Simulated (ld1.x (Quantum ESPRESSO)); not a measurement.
manganese (Mn): from the effect back to the setting (PAW)

Base potential:

```json
{
  "Element": "Mn",
  "Generator": "ld1.x (Quantum ESPRESSO) 7.5",
  "Type": "PAW",
  "Functional": "Wu–Cohen",
  "Relativity": "scalar-relativistic",
  "Frozen core": "[Ar]",
  "Valence charge": "7",
  "Reference configuration": "3d5 4s1 4p0 (charge +1)",
  "Partial waves": "4s (bound): rcut 2.15, rcutus 3.00 bohr; 4s channel at 0.15 Ry: rcut 2.15, rcutus 3.00 bohr; 4p (bound, empty): rcut 2.50, rcutus 3.25 bohr; 4p channel at 4.4 Ry: rcut 2.50, rcutus 3.25 bohr; 3d (bound): rcut 1.00, rcutus 1.40 bohr; 3d channel at 0.45 Ry: rcut 1.00, rcutus 1.40 bohr; 4f channel at 0.15 Ry: rcut 2.00, rcutus 2.70 bohr",
  "Local potential": "all-electron potential smoothed inside 1.35 bohr (lloc = -1)",
  "Core correction": "Bessel-smoothed model core, default radius (core density twice the valence density)",
  "Augmentation charge": "PSQ, inside the norm-conserving radii"
}
```

Cutoffs, loose and tight: the cutoffs (Ry, on a coarse ladder) from which the occupation-weighted sum of valence levels, in a spherical-Bessel basis at the reference potential, stays within 10 and 1 mRy of its value at 400 Ry. They do not see the model core or the augmentation charge, which bear on the density cutoff. Test errors are all-electron minus pseudo excitation energies from the reference, over the configurations 3d5 4s2 4p0; 3d5 4s0 4p0; 3d4 4s0 4p0; 3d3 4s0 4p0; 3d4 4s2 4p0; 3d5 4s0 4p2; 3d4 4s2 4p1; variants that change the core or the reference have their own tests.

A file whose overlap is not positive is unfit for use, and its test errors describe a broken file.

Only the scale of all radii but the core radius (base = 1) is moved (4 further runs of the sweep failed or gave no value and are left out):

```tsv
scale of all radii but the core radius (base = 1)	bound ghosts	largest test error (meV)	median size of the test errors
0.89	s (f not tested, overlap not positive)	-1934	192.6 meV
0.96	s (f not tested, overlap not positive)	-1938	212.5 meV
1.11	s (f not tested, overlap not positive)	-1966	319.7 meV
1.16	s (f not tested, overlap not positive)	-1979	322.6 meV
1.24	s (f not tested, overlap not positive)	-2001	368.9 meV
```

Task: One more run gave bound ghosts: s (f not tested, overlap not positive); largest test error (meV): -1951; median size of the test errors: 263.9 meV. Which value of the scale of all radii but the core radius (base = 1) was used?

Result: 1.05. The median size of the test errors moves one way along this sweep, from 192.6 meV at 0.89 to 368.9 meV at 1.24, which places the run between 0.96 and 1.11.
